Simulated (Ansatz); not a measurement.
Cl2F2H3NSi2 (`F[SiH2]N[Si](F)(Cl)Cl`) at its PBE0-D4/def2-TZVP geometry, where that method's forces vanish. The species carries charge 0 and has multiplicity 1.

```xyz
10

F    -2.3934   -0.9094    0.1352
Si   -1.0332   -1.0002   -0.6937
N     0.3113   -0.4815    0.2497
Si    0.9598    1.0669    0.4760
F     2.2262    1.3223   -0.4361
Cl    1.5902    1.2945    2.3882
Cl   -0.4165    2.4629   -0.0226
H    -1.1736   -0.1252   -1.8723
H    -0.8256   -2.4255   -1.0260
H     0.7548   -1.2049    0.8017
```

Problem. What forces (eV/Å) does r2SCAN-D4/def2-TZVPP give on these atoms in Ansatz 0.2.0? (An estimate is asked.)

Solution. Computed: 
```
F1  -0.040  0.010  0.023
Si2  0.020 -0.026 -0.055
N3  -0.009 -0.011 -0.016
Si4 -0.022 -0.021  0.012
F5   0.055  0.009 -0.045
Cl6  0.032  0.008  0.071
Cl7 -0.053  0.046 -0.025
H8   0.009 -0.024  0.020
H9  -0.005  0.033 -0.001
H10  0.013 -0.026  0.015
```
